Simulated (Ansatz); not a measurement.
Born–Oppenheimer molecular dynamics of AlCl2F2H (6 atoms, charge 0, multiplicity 1). It starts at the highest image of a converged band, a first-order saddle point between two minima.

The calculation used RKS BHLYP/def2-SVP (Ansatz 0.2.0).

* ensemble: NVE (velocity Verlet)
* time step: 0.5 fs
* steps asked: 200
* starting velocities drawn for: 300 K
* seed: 7567

Frames 2.5 fs apart, positions in Å, forces in eV/Å.

Velocities at 25 fs (Å/ps):

```
Al -0.08 6.08 4.36
F 1.04 5.03 -2.50
Cl -0.17 -0.28 -0.83
F -0.17 -2.17 -1.91
Cl 0.40 -4.76 -0.45
H -22.49 -39.31 11.48
```

```xyz
6
Properties=species:S:1:pos:R:3:forces:R:3 time_fs=25 energy_less_start_eV=-0.121 T=535
Al 0.158 -0.234 0.075 -1.02 0.87 -1.37
F 0.116 0.133 1.664 0.16 0.53 1.35
Cl 1.797 0.369 -1.042 0.16 -0.20 -0.06
F -1.348 -0.093 -0.632 0.62 -0.35 0.13
Cl 0.316 -2.438 0.898 0.10 -1.25 -0.80
H 0.344 -1.826 2.010 -0.03 0.40 0.75
6
Properties=species:S:1:pos:R:3:forces:R:3 time_fs=27.5 energy_less_start_eV=-0.142 T=575
Al 0.157 -0.218 0.084 -1.00 0.65 -1.73
F 0.119 0.146 1.660 0.12 0.59 1.71
Cl 1.797 0.368 -1.044 0.13 -0.20 -0.04
F -1.347 -0.099 -0.636 0.68 -0.33 0.19
Cl 0.317 -2.450 0.896 0.10 -0.89 -0.37
H 0.286 -1.913 2.060 -0.03 0.18 0.24
6
Properties=species:S:1:pos:R:3:forces:R:3 time_fs=30 energy_less_start_eV=-0.151 T=593
Al 0.153 -0.200 0.089 -0.86 0.46 -1.75
F 0.122 0.162 1.661 0.09 0.58 1.78
Cl 1.797 0.367 -1.046 0.10 -0.20 -0.02
F -1.344 -0.106 -0.640 0.60 -0.30 0.18
Cl 0.318 -2.465 0.894 0.01 -0.35 0.69
H 0.228 -1.989 2.122 0.05 -0.19 -0.88
6
Properties=species:S:1:pos:R:3:forces:R:3 time_fs=32.5 energy_less_start_eV=-0.184 T=656
Al 0.147 -0.182 0.091 -0.60 0.36 -1.37
F 0.126 0.179 1.668 0.07 0.48 1.50
Cl 1.797 0.365 -1.048 0.08 -0.19 0.00
F -1.340 -0.114 -0.644 0.40 -0.26 0.11
Cl 0.319 -2.480 0.892 -0.04 -0.29 0.63
H 0.172 -2.074 2.138 0.10 -0.09 -0.87
6
Properties=species:S:1:pos:R:3:forces:R:3 time_fs=35 energy_less_start_eV=-0.224 T=733
Al 0.141 -0.162 0.089 -0.24 0.35 -0.69
F 0.130 0.198 1.680 0.04 0.31 0.95
Cl 1.797 0.363 -1.051 0.05 -0.19 0.01
F -1.334 -0.122 -0.647 0.09 -0.22 -0.02
Cl 0.321 -2.495 0.892 0.11 -0.56 -0.59
H 0.121 -2.164 2.107 -0.05 0.31 0.35
6
Properties=species:S:1:pos:R:3:forces:R:3 time_fs=37.5 energy_less_start_eV=-0.229 T=744
Al 0.133 -0.142 0.086 0.17 0.35 0.10
F 0.133 0.217 1.695 0.01 0.14 0.30
Cl 1.798 0.361 -1.053 0.03 -0.18 0.02
F -1.328 -0.132 -0.650 -0.26 -0.18 -0.17
Cl 0.322 -2.512 0.890 0.22 -0.55 -1.10
H 0.067 -2.237 2.094 -0.17 0.42 0.83
6
Properties=species:S:1:pos:R:3:forces:R:3 time_fs=40 energy_less_start_eV=-0.237 T=758
Al 0.127 -0.121 0.084 0.54 0.33 0.84
F 0.137 0.237 1.710 -0.03 0.00 -0.30
Cl 1.798 0.358 -1.055 0.01 -0.16 0.03
F -1.322 -0.142 -0.654 -0.57 -0.15 -0.30
Cl 0.324 -2.529 0.888 -0.05 -0.17 0.09
H 0.005 -2.286 2.122 0.10 0.16 -0.37
6
Properties=species:S:1:pos:R:3:forces:R:3 time_fs=42.5 energy_less_start_eV=-0.208 T=704
Al 0.121 -0.100 0.083 0.79 0.30 1.35
F 0.141 0.257 1.725 -0.07 -0.11 -0.78
Cl 1.798 0.356 -1.057 -0.01 -0.14 0.05
F -1.319 -0.152 -0.658 -0.75 -0.13 -0.36
Cl 0.325 -2.547 0.885 -0.27 0.04 0.73
H -0.051 -2.325 2.131 0.31 0.05 -0.99
6
Properties=species:S:1:pos:R:3:forces:R:3 time_fs=45 energy_less_start_eV=-0.215 T=715
Al 0.117 -0.077 0.085 0.83 0.26 1.57
F 0.145 0.277 1.737 -0.10 -0.19 -1.09
Cl 1.799 0.353 -1.059 -0.04 -0.12 0.07
F -1.318 -0.164 -0.664 -0.73 -0.11 -0.31
Cl 0.327 -2.565 0.883 -0.04 -0.01 -0.05
H -0.091 -2.360 2.088 0.09 0.17 -0.19
6
Properties=species:S:1:pos:R:3:forces:R:3 time_fs=47.5 energy_less_start_eV=-0.197 T=681
Al 0.115 -0.054 0.090 0.67 0.18 1.48
F 0.148 0.296 1.746 -0.13 -0.23 -1.23
Cl 1.799 0.349 -1.061 -0.07 -0.09 0.10
F -1.319 -0.175 -0.670 -0.51 -0.07 -0.16
Cl 0.328 -2.583 0.881 0.37 -0.11 -1.13
H -0.127 -2.385 2.035 -0.34 0.32 0.94
6
Properties=species:S:1:pos:R:3:forces:R:3 time_fs=50 energy_less_start_eV=-0.210 T=707
Al 0.114 -0.031 0.099 0.36 0.02 1.11
F 0.151 0.314 1.751 -0.15 -0.21 -1.16
Cl 1.799 0.346 -1.063 -0.10 -0.07 0.14
F -1.321 -0.186 -0.678 -0.14 0.00 0.08
Cl 0.330 -2.600 0.877 0.11 0.09 -0.44
H -0.179 -2.393 2.029 -0.08 0.17 0.27
6
Properties=species:S:1:pos:R:3:forces:R:3 time_fs=52.5 energy_less_start_eV=-0.193 T=674
Al 0.114 -0.007 0.111 0.01 -0.20 0.52
F 0.153 0.332 1.752 -0.17 -0.16 -0.92
Cl 1.799 0.343 -1.064 -0.13 -0.04 0.18
F -1.324 -0.198 -0.684 0.27 0.10 0.35
Cl 0.332 -2.618 0.873 -0.41 0.37 0.66
H -0.235 -2.391 2.038 0.43 -0.07 -0.79
```

Of the whole run (100 fs, mean temperature of the second half 426 K): The conserved energy stayed within 0.045 meV per atom of its start (net change -0.021 meV per atom), so the integration is sound. The kinetic energy rose, since the run started high on the potential surface and went downhill. It ends in pieces (AlClF2 + ClH), so much of that is their flight and rotation, not heat. A run of 0.1 ps of so small a system gives no equilibrium averages. The orbitals stay closed-shell, which can raise the energy where a bond breaks towards radicals; this wasn't checked here.

Run time: 7.1 min on 2 threads of Intel(R) Xeon(R) Platinum 8175M CPU @ 2.50GHz (Skylake/Cascade Lake), with other jobs on the host, peak memory 0.2 GiB.
